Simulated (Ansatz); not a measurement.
`[CH3][Al]([OH])[O][SiH3]` + `OBN[SiH3]` → `OBN([SiH3])[SiH3]` + `[CH3][Al]([OH])[OH]`  (ligand exchange at the Si–O bond)

Isolated molecules relaxed with PBE0-D4/def2-TZVP in Ansatz; ΔE leaves out vibrations. CCSD(T)/CBS is the MP2 limit (def2-TZVPP, def2-QZVPP) plus CCSD(T) − MP2 in def2-TZVPP, frozen cores. One conformer a species, not always the lowest.

```tsv
species	HF/CBS(def2) energy (Eh)
`[CH3][Al]([OH])[O][SiH3]`	-722.83956
`OBN[SiH3]`	-446.64229
`OBN([SiH3])[SiH3]`	-736.77973
`[CH3][Al]([OH])[OH]`	-432.66838
```

(1) Work out ΔE.

Largest T1 diagnostic among the species: 0.012.

Answers

(1) ΔE = (-736.77973) + (-432.66838) − (-722.83956) − (-446.64229) = 0.03374 Eh = +88.6 kJ/mol. CCSD(T)/CBS gives +62.0 kJ/mol.

The D4 term adds −7.6 kJ/mol with B3LYP and −3.9 kJ/mol with PBE0; it sums over pairs of atoms, weighted by their polarisabilities, and B3LYP, whose exchange is more repulsive, gets the larger term. From PBE to PBE0 (25 % exact exchange), in def2-TZVPP and without D4, ΔE moves by +3.2 kJ/mol. In def2-TZVPP, CCSD(T) changes the Hartree–Fock value by −24.7 kJ/mol (the triples alone add −3.9 kJ/mol) and MP2 by −26.5 kJ/mol.

B3LYP here is the variant with VWN-RPA as its local correlation; programs differ in this.
